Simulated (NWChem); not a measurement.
System: AlHOICl; SMILES [OH][Al]([Cl])[I]

The following NWChem deck was run.

```
start job
memory heap 200 mb stack 900 mb global 1100 mb
geometry units angstroms
  Al     0.466593    -1.142376     0.000000
  Cl    -1.112108    -2.522582     0.000000
  I      0.016406     1.288036     0.000000
  O      2.045671    -1.790367     0.000000
  H      2.840904    -1.233773     0.000000
end
basis spherical
  * library def2-svp
end
ecp
  I library def2-ecp
end
dft
  xc slater vwn_5
  iterations 150
end
driver
  maxiter 120
end
task dft optimize
dft
  grid fine
  convergence energy 1d-8 density 1d-7
end
task dft freq numerical
```

def2 effective core potentials on I; no spin-orbit coupling.

The level has its own optimisation; frequencies are unscaled.

### Question
Give the results of this calculation. (LDA (Slater exchange, VWN5)/def2-SVP with def2 effective core potentials on I.) Quantities: r Al–Cl (Å); r Al–I (Å); r Al–O (Å); r H–O (Å); highest harmonic frequency (cm⁻¹); lowest (cm⁻¹); zero-point energy (kcal/mol).

### Answer
```
Quantity                           Result
---------------------------------  ------
r Al–Cl (Å)                         2.075
r Al–I (Å)                          2.444
r Al–O (Å)                          1.685
r H–O (Å)                           0.971
highest harmonic frequency (cm⁻¹)    3835
lowest (cm⁻¹)                         113
zero-point energy (kcal/mol)         10.0
```
